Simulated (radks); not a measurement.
Values are calculated unless marked as measured or tabulated.
Ionisation of Au, [Xe] 4f14 5d10 6s1, to Au+, [Xe] 4f14 5d10, under several functionals. Scalar-relativistic Kohn-Sham, spin-unpolarised, spherical densities, finite nucleus; a radial shooting solver on a logarithmic mesh with Libxc functionals.

functional,E(Au) (hartree),Exc (hartree),IE (eV),-e(HOMO) (eV),<r> HOMO (bohr),IE error (eV)
"LDA (Slater exchange, Perdew-Zunger correlation)",-18997.1370,-351.7697,9.767,6.084,2.838,+0.542
HCTH/407,-19018.5082,-373.5616,9.391,5.753,2.903,+0.166
exchange-only r2SCAN,-19004.9306,-357.9503,8.212,4.770,2.927,-1.013
B86b exchange with PBE correlation,-19008.9761,-363.5830,9.425,5.780,2.863,+0.199
MS2 meta-GGA,-19007.1012,-361.0237,9.259,5.680,2.865,+0.034
PW91,-19009.4173,-364.0263,9.483,5.829,2.866,+0.258
exchange-only LDA,-18988.8679,-343.4042,8.682,5.046,2.898,-0.543
exchange-only PBE,-19002.8156,-357.3451,8.746,5.103,2.949,-0.480
exchange-only B88,-19004.3345,-358.8682,8.699,5.072,2.919,-0.526
AM05,-18997.5523,-352.2004,9.383,5.742,2.849,+0.158

NIST Atomic Spectra Database: 9.226 eV (measured). Closest: MS2 meta-GGA. The Delta-SCF values span 1.56 eV, the total energies 29.64 hartree. The highest occupied level is 6s. Spin polarisation and multiplet splitting are left out, so open shells lie too high by an amount that depends on their filling.

Beside tabulated values, note that spin-unpolarised runs miss the spin-polarisation part of the exchange energy of open shells.
